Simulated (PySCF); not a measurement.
## Zn⁺ (zinc, charge +1): UHF calculation

Configuration: [Ar] 3d10 4s1, 2S determinant. All numbers are calculated (PySCF 2.14, a scalar-relativistic core potential, in cc-pVTZ-PP with ECP10MDF).

```
Total energy             : -225.676133 hartree
One-electron energy      : -401.5098 hartree
Hartree (Coulomb) energy : 195.5538 hartree
Exchange energy          : -19.7202 hartree
⟨S²⟩                     : 0.7509
⟨L²⟩                     : 0.000
Sum of ⟨r⟩               : 16.98 bohr
Sum of ⟨r²⟩              : 22.12 bohr²
Time after the integrals : 0.39 s of wall time on 1 thread of Neoverse-N1 (shared host)
```

```csv
shell,electrons,mean orbital energy (eV),"rms radius, mean of both spins (bohr)"
3s α,1,-169.09,0.734
3s β,1,-168.88,0.734
3p β,3,-116.55,0.777
3p α,3,-116.55,0.777
3d α,5,-30.226,0.995
3d β,5,-30.189,0.995
4s α,1,-16.951,2.74
```

Energies and moments cover only the electrons outside the core potential.
